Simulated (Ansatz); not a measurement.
`FC(F)(F)c1ccc(-c2ccc(-c3ccc(-c4ccc(-c5ccc(-c6ccc(C(F)(F)F)s6)s5)s4)s3)s2)s1`. Total charge 0; singlet. Geometry PBE-D4/def2-SVP.

```xyz
50

F     5.264    6.152   -9.885
C     6.072    6.126   -8.795
F     7.299    5.731   -9.201
F     6.172    7.407   -8.360
C     5.551    5.211   -7.731
C     6.184    4.104   -7.193
C     5.406    3.458   -6.199
C     4.173    4.074   -5.978
C     3.123    3.709   -5.057
C     1.886    4.319   -4.843
C     1.106    3.681   -3.853
C     1.728    2.565   -3.286
C     1.241    1.677   -2.263
C     1.864    0.572   -1.676
C     1.073   -0.068   -0.697
C    -0.176    0.531   -0.510
C    -1.244    0.164    0.382
C    -2.505    0.749    0.532
C    -3.307    0.124    1.511
C    -2.681   -0.959    2.135
C    -3.214   -1.815    3.165
C    -4.539   -1.916    3.598
C    -4.718   -2.850    4.642
C    -3.539   -3.489    5.030
C    -3.340   -4.490    6.051
C    -2.157   -5.100    6.472
C    -2.354   -6.040    7.517
C    -3.681   -6.150    7.894
C    -4.253   -7.037    8.955
F    -5.159   -7.913    8.452
F    -3.275   -7.753    9.553
F    -4.896   -6.329    9.917
S    -4.706   -5.097    6.964
S    -2.189   -2.901    4.080
S    -1.073   -1.193    1.480
S    -0.354    1.912   -1.575
S     3.308    2.320   -4.005
S     3.986    5.471   -7.019
H     7.182    3.780   -7.517
H     5.729    2.562   -5.652
H     1.561    5.211   -5.397
H     0.105    4.019   -3.549
H     2.873    0.242   -1.960
H     1.394   -0.954   -0.132
H    -2.826    1.617   -0.061
H    -4.318    0.457    1.778
H    -5.355   -1.334    3.151
H    -5.689   -3.068    5.109
H    -1.178   -4.864    6.034
H    -1.555   -6.625    7.991
```

Single mean-field runs in def2-SVP are fitted with def2-universal-jkfit.

Problem. Estimate the orbital energies around the gap (eV) in Ansatz with PBE-D4/def2-SVP, r2SCAN-D4/def2-SVP, PBE0-D4/def2-SVP.

Solution. 
```csv
orbital,PBE-D4/def2-SVP,r2SCAN-D4/def2-SVP,PBE0-D4/def2-SVP
HOMO−9,-6.86,-7.21,-8.04
HOMO−8,-6.83,-7.17,-8.01
HOMO−7,-6.79,-7.14,-7.98
HOMO−6,-6.73,-7.08,-7.91
HOMO−5,-6.65,-6.99,-7.82
HOMO−4,-6.55,-6.89,-7.73
HOMO−3,-6.50,-6.83,-7.66
HOMO−2,-6.05,-6.34,-7.11
HOMO−1,-5.37,-5.61,-6.29
HOMO,-4.75,-4.95,-5.53
LUMO,-3.21,-3.30,-2.76
LUMO+1,-2.75,-2.80,-2.19
LUMO+2,-2.17,-2.19,-1.50
LUMO+3,-1.63,-1.60,-0.85
LUMO+4,-1.26,-1.17,-0.34
LUMO+5,-1.05,-0.98,-0.17
```
